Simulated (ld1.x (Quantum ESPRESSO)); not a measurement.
lutetium: excitation energies, all-electron against PAW

```
Element                 : lutetium
Generator               : ld1.x (Quantum ESPRESSO) 7.5
Type                    : PAW
Functional              : PBE
Relativity              : fully relativistic
Frozen core             : [Kr] 4d10
Valence charge          : 25
Reference configuration : 4f14 5s2 5p6 5d1 6s1.75 6p0.25
Partial waves           : 5s (bound): rcut 1.50, rcutus 1.60 bohr; 6s (bound): rcut 1.50, rcutus 1.60 bohr; 5p (bound): rcut 2.25, rcutus 2.45 bohr; 6p (bound): rcut 2.25, rcutus 2.45 bohr; 5d (bound): rcut 2.25, rcutus 2.80 bohr; 5d channel at 0.2 Ry: rcut 2.25, rcutus 2.80 bohr; 4f (bound): rcut 1.15, rcutus 1.35 bohr; 4f channel at -0.35 Ry: rcut 1.15, rcutus 1.35 bohr
Local potential         : all-electron potential smoothed inside 2.10 bohr (lloc = -1)
Core correction         : a·sin(br)/r model core, default radius (core density twice the valence density)
Augmentation charge     : BG, radius 1.10 bohr
```

Open shells are filled in proportion to 2j + 1 (rel_dist='average').

Energies are relative to the spin-unpolarised reference configuration 4f14 5s2 5p6 5d1 6s1.75 6p0.25; without spin polarisation the order of configurations can differ from experiment. Not all tests gave a result: test run stopped at test 4 of 7 (negative rho).

| valence configuration | charge | ΔE all-electron (eV) | error AE − PS (meV) |
| --- | --- | --- | --- |
| 4f14 5s2 5p6 5d1 6s2 6p0 | 0 | -0.830 | +1.3 |
| 4f14 5s2 5p6 5d1 6s1 6p0 | +1 | 6.538 | +12 |
| 4f14 5s2 5p6 5d1 6s0 6p0 | +2 | 19.817 | +37 |

Levels in the configuration 4f14 5s2 5p6 5d1 6s1 6p0:

| level | all-electron (eV) | pseudo (eV) |
| --- | --- | --- |
| 4f j=5/2 | -17.144 | -17.080 |
| 4f j=7/2 | -15.621 | -15.558 |
| 5s j=1/2 | -67.631 | -67.481 |
| 5p j=1/2 | -43.297 | -43.360 |
| 5p j=3/2 | -36.418 | -36.445 |
| 5d j=3/2 | -8.109 | -8.156 |
| 5d j=5/2 | -7.715 | -7.754 |
| 6s j=1/2 | -10.208 | -10.191 |

The ghost test of this file was not conclusive.
